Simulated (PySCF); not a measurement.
**Cl (chlorine, neutral) across methods**

[Ne] 3s2 3p5, 2P determinant. Computed with PySCF 2.14 in aug-cc-pCVTZ-DK with one added diffuse shell each of s, p, d, f type (9s8p6d4f, 91 functions), with the spin-free X2C one-electron Hamiltonian (Gaussian nucleus).

```
   method  E (hartree)  mean ε 3s β (eV)  mean ε 3p α (eV)  mean ε 3p β (eV)  Σ⟨r²⟩ (bohr²)   ⟨S²⟩
    HSE06    -461.4463           -21.821           -10.150            -9.179          27.55  0.754
      UHF   -460.89504           -27.791           -14.382           -13.073          27.60  0.761
   r2SCAN    -461.5436           -20.543            -9.462            -8.452          27.51  0.756
     PBE0    -461.4267           -22.236           -10.567            -9.591          27.54  0.754
      PBE    -461.3925           -20.022            -9.016            -8.122          27.74  0.753
      LDA    -460.0677           -20.152            -9.094            -8.199          27.84  0.752
CAM-B3LYP    -461.5993           -23.908           -11.986           -11.065          27.75  0.753
    B97-3    -461.5216           -22.446           -10.561            -9.657          27.53  0.753
     PW91    -461.5701           -20.070            -9.057            -8.171          27.72  0.753
```
